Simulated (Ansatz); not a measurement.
C2H6Zn, singlet, at a GFN2-xTB geometry (such geometries of metal compounds can be far from the true shape); BLYP/def2-SVP in Ansatz (a quantum-chemistry and plane-wave program).

The Ansatz input:
Ansatz 0.2 input:
```yaml
crystal:
  periodic: [false, false, false]
  atoms:
    - {symbol: Zn, position_ang: [-0.00000000, 0.00000000, -0.00000000]}
    - {symbol: C, position_ang: [1.58168783, 0.22714311, -1.27171747]}
    - {symbol: H, position_ang: [2.29051525, -0.59164379, -1.18304619]}
    - {symbol: H, position_ang: [2.12813446, 1.14546039, -1.07473949]}
    - {symbol: H, position_ang: [1.26208980, 0.26198332, -2.30967418]}
    - {symbol: C, position_ang: [-1.58168783, -0.22714311, 1.27171747]}
    - {symbol: H, position_ang: [-2.12813446, -1.14546039, 1.07473949]}
    - {symbol: H, position_ang: [-2.29051525, 0.59164379, 1.18304619]}
    - {symbol: H, position_ang: [-1.26208980, -0.26198332, 2.30967418]}
basis:
  gaussian:
    orbitals: def2-SVP
hamiltonian:
  xc: blyp
```

Question: What does Ansatz print? Leave out banner, timings and long lists.

Answer: 
```
Functional definition: BLYP
1022 factors; their error is unknown
mean field evaluation 1: about -50563.0294 eV, gradient 9.5e1 eV
mean field evaluation 2: about -50528.9640 eV, gradient 1.4e2 eV
mean field evaluation 4: about -50583.1295 eV, gradient 1.2e1 eV
mean field evaluation 8: about -50583.4006 eV, gradient 2.0e-2 eV
mean field evaluation 16: about -50583.3586 eV, gradient 1.8e-5 eV
mean field -50583.35861671 eV, -1858.9041425321 hartree, gradient 1.7e-5 eV, S^2 0.000000; 0 other end points of the search recorded, 0 dependent functions left out
reference -50583.35892609 eV, -1858.9041539017 hartree; 24, 24 occupied and 65, 65 virtual orbitals, 1022 factors
Total energy: -50583.35892609 eV, -1858.9041539017 hartree
```
